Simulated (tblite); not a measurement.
A tight-binding relaxation on `C#C/C(=C/C#CC)C[O]` [radical].

Computed with GFN2-xTB geometry optimisation, gas phase (tblite 0.8.0). Start geometry: from a force field or distance geometry. A driver script takes a list of jobs; this job's settings line and coordinates (Å) are shown.

Command:
```bash
OMP_NUM_THREADS=1 python probes_run.py task.json out
```

Input:
```
{"job": {"kind": "relax", "xc": "GFN2-xTB", "basis": "xTB"}, "charge": 0, "multiplicity": 2}
C      3.194600     0.867300     2.350700
C      2.271100     0.680800     1.573200
C      1.200800     0.415900     0.662900
C      0.213000    -0.406900     1.013800
C     -0.896300    -0.717500     0.162200
C     -1.837100    -0.950600    -0.580000
C     -2.971700    -1.247500    -1.465500
C      1.132600     1.057400    -0.678800
O      1.091000     2.441700    -0.602800
H      3.981700     1.054300     3.049700
H      0.273200    -0.877600     2.018700
H     -3.366100    -0.242500    -1.762900
H     -3.801800    -1.739500    -0.887200
H     -2.690500    -1.874300    -2.317000
H      1.993400     0.802500    -1.317200
H      0.204700     0.745400    -1.231100
```

Output:
```
step      E/eV     max force
  0    -666.74291    2.912
  1    -666.90030    2.981
  2    -666.90077    3.476
  3    -667.00167    0.762
  4    -667.02678    0.541
  5    -667.04344    1.350
  6    -667.06234    0.568
  7    -667.06851    0.209
  8    -667.07421    0.158
  9    -667.07730    0.230
... (98 lines left out)
108    -667.16901    0.026
109    -667.16906    0.022
110    -667.16915    0.046
111    -667.16919    0.083
112    -667.16925    0.018
113    -667.16929    0.022
114    -667.16933    0.035
115    -667.16937    0.029
116    -667.16939    0.013
117    -667.16940    0.007
```

«max force» is the largest atomic force in eV/Å.

Task: From which step on does the largest force stay under 0.1 eV/Å, and how much energy is left to gain from there?

Result: From step 85 (0.035 eV/Å), 3.1 meV above the end.

In short: energy lowered by 9.8 kcal/mol over 117 steps; largest atomic force 0.007 eV/Å at the end.

Time: 0.81 s. Hardware: one thread, Arm Neoverse V1 (aarch64), on a shared host.
Labels such as C1 count atoms from 1, the log's own numbers from 0.
